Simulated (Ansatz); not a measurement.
Consider the substitution at a C–Se bond: `C[Se]CN` + `[SH][Sn][SH]` → `C[S][Sn][SH]` + `NC[SeH]`.

Computed with Ansatz on PBE0-D4/def2-TZVP structures; ΔE is electronic, products minus reactants. CCSD(T)/CBS is the MP2 limit (def2-TZVPP, def2-QZVPP) plus CCSD(T) − MP2 in def2-TZVPP, frozen cores. DFT in def2-TZVPP. B3LYP here is the variant with VWN-RPA as its local correlation; programs differ in this. def2 core potentials past Kr. For Se, Sn outer-core shells are correlated without core-valence functions, which leaves a few kJ/mol of doubt a bond. Scalar relativity is left out up to krypton. Each species was taken in one conformer, which may not be the lowest.

```json
{"level": "PBE-D4", "ΔE (kJ/mol)": "27.3", "difference from CCSD(T)/CBS": "2.6"}
{"level": "r2SCAN-D4", "ΔE (kJ/mol)": "28.7", "difference from CCSD(T)/CBS": "4.0"}
{"level": "PBE0-D4", "ΔE (kJ/mol)": "26.1", "difference from CCSD(T)/CBS": "1.4"}
{"level": "B3LYP-D4", "ΔE (kJ/mol)": "26.5", "difference from CCSD(T)/CBS": "1.8"}
{"level": "ωB97X-V", "ΔE (kJ/mol)": "25.9", "difference from CCSD(T)/CBS": "1.2"}
{"level": "B2PLYP", "ΔE (kJ/mol)": "28.3", "difference from CCSD(T)/CBS": "3.6"}
{"level": "PBE", "ΔE (kJ/mol)": "28.9", "difference from CCSD(T)/CBS": "4.2"}
{"level": "B3LYP", "ΔE (kJ/mol)": "29.2", "difference from CCSD(T)/CBS": "4.5"}
{"level": "MP2/def2-TZVPP", "ΔE (kJ/mol)": "28.0", "difference from CCSD(T)/CBS": "3.3"}
{"level": "SCS-MP2/def2-TZVPP", "ΔE (kJ/mol)": "28.0", "difference from CCSD(T)/CBS": "3.3"}
{"level": "CCSD/def2-TZVPP", "ΔE (kJ/mol)": "28.1", "difference from CCSD(T)/CBS": "3.4"}
{"level": "HF/def2-QZVPP", "ΔE (kJ/mol)": "27.4", "difference from CCSD(T)/CBS": "2.7"}
{"level": "MP2/def2-QZVPP", "ΔE (kJ/mol)": "26.2", "difference from CCSD(T)/CBS": "1.5"}
{"level": "SCS-MP2/def2-QZVPP", "ΔE (kJ/mol)": "26.3", "difference from CCSD(T)/CBS": "1.6"}
{"level": "MP2/CBS(def2)", "ΔE (kJ/mol)": "25.0", "difference from CCSD(T)/CBS": "0.3"}
{"level": "CCSD/CBS(def2)", "ΔE (kJ/mol)": "25.1", "difference from CCSD(T)/CBS": "0.4"}
{"level": "CCSD(T)/CBS", "ΔE (kJ/mol)": "24.7", "difference from CCSD(T)/CBS": "0"}
```

Largest T1 diagnostic among the species: 0.016.
